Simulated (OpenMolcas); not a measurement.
**Al II: RASPT2 settings compared**

```
Program             : OpenMolcas
Basis               : ANO-L-VDZP [4s3p1d]
Scalar Hamiltonian  : non-relativistic, point nucleus
Active space        : 2 electrons in 9 orbitals (RAS2 3s 3p; RAS3 3d, at most 2 electrons)
State averaging     : 2S+1 = 3 even, 3 roots; 2S+1 = 1 even, 7 roots; 2S+1 = 3 odd, 3 roots; 2S+1 = 1 odd, 3 roots
Spin-orbit coupling : RASSI with atomic mean-field integrals over the reference wave functions, term energies averaged over their components
```

Methods on the same reference wave functions:
A. RASSCF
B. SS-RASPT2, IPEA 0.1 Eh, imaginary shift 0.2 Eh (closed shells correlated: 2s 2p)
C. SS-RASPT2, IPEA 0.1 Eh, sigma1 regulariser 0.2 Eh (closed shells correlated: 2s 2p)
D. SS-RASPT2, IPEA 0.2 Eh, imaginary shift 0.2 Eh (closed shells correlated: 2s 2p)
E. MS-RASPT2, IPEA 0.1 Eh, imaginary shift 0.2 Eh (closed shells correlated: 2s 2p)
F. MS-RASPT2, IPEA 0.2 Eh, imaginary shift 0.2 Eh (closed shells correlated: 2s 2p)

Energies in cm-1 above 3s2 1S0, the measured ground level; measured values from NIST Handbook of Basic Atomic Spectroscopic Data.

```csv
Level,A,B,C,D,E,F,Measured
3s2 1S0,0.0,0.0,0.0,0.0,0.0,0.0,0.0
3s 3p 3P* 0,34931,35542,35543,35536,35549,35543,37393
3s 3p 3P* 1,34978,35589,35590,35583,35596,35590,37454
3s 3p 3P* 2,35072,35683,35684,35678,35690,35685,37578
3s 3p 1P* 1,60514,60290,60282,60299,60297,60306,59852
```

Deviations, from unrounded energies. A percentage is the sum of absolute deviations over the sum of measured energies, with the sign that they share, or ± where signs differ.

```
           Against measurement  Levels     A     B     C     D     E     F
mean absolute deviation (cm-1)       4  2000  1500  1500  1500  1500  1500
      other configurations (%)       4  ±4.7  ±3.5  ±3.5  ±3.5  ±3.5  ±3.5
```

B, C, D, E, F lie about equally close to measurement and A furthest from it. The largest miss of E in the table is 3s 3p 3P* 2, by -1900 cm-1. The ranking rests on the paired levels alone, and a cruder setting can come out closer through cancelling errors.

Among B to F the level of the table that moves most is 3s 3p 1P* 1, by 24 cm-1 (lowest in C, highest in F).

The lowest spin-free term lies below A's lowest term by 0.006 hartree in B, 0.006 hartree in C, 0.006 hartree in D, 0.006 hartree in E, 0.006 hartree in F.

Active for correlation alone: 3d; no level in the range computed is led by a configuration that fills it, so any true level of that kind is missing. Without dynamic correlation excited terms often stand tens of per cent too high (terms of higher spin than the ground term too low), and those without a measured partner can miss by more than the paired ones (holds for A). Measured partners are found by configuration, term and J. A level has none where our copy of the source lacks it or the pairing is in doubt (some pairs that miss far off the trend of their configuration count as doubtful), and it then counts in no deviation. Levels of configurations outside the active space are missing. The table leaves out levels that lie high or whose names do not pair safely across all columns.

* marks odd parity.
